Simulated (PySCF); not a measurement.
# Working out the electron affinity of Nb

Nb⁻ [Kr] 4d4 5s2 (5D) → Nb [Kr] 4d4 5s1 (6D). All numbers are calculated (PySCF 2.14, scalar relativity through the core potential, in def2-QZVPPD with the def2 core potential (28 electrons) (7s5p4d3f2g, 81 functions)). Frozen: 4s2 4p6. Energies in hartree (1 hartree = 27.21139 eV):

```
            part  Nb⁻ (lower)  Nb (upper)
             UHF   -56.311566  -56.330292
CCSD correlation    -0.102629   -0.061996
             (T)    -0.007178   -0.001848
```

Q: What does Hartree-Fock give?

A: (-56.330292) − (-56.311566) = -0.018726 hartree = -0.510 eV.

Q: What do CCSD and CCSD(T) give?

A: The CCSD correlation energies differ by 0.040633 hartree = 1.106 eV and the triples by 0.005330 hartree = 0.145 eV, so CCSD gives 0.596 eV and CCSD(T) 0.741 eV.

Reference: 0.917 eV (measured; photodetachment measurements, as compiled on the Wikipedia data page of electron affinities), between the lowest levels; spin-orbit coupling is absent from the calculation.

The coupled-cluster amplitudes are large, so a single reference is strained.

What remains against the reference includes basis incompleteness, the frozen core and higher excitations.
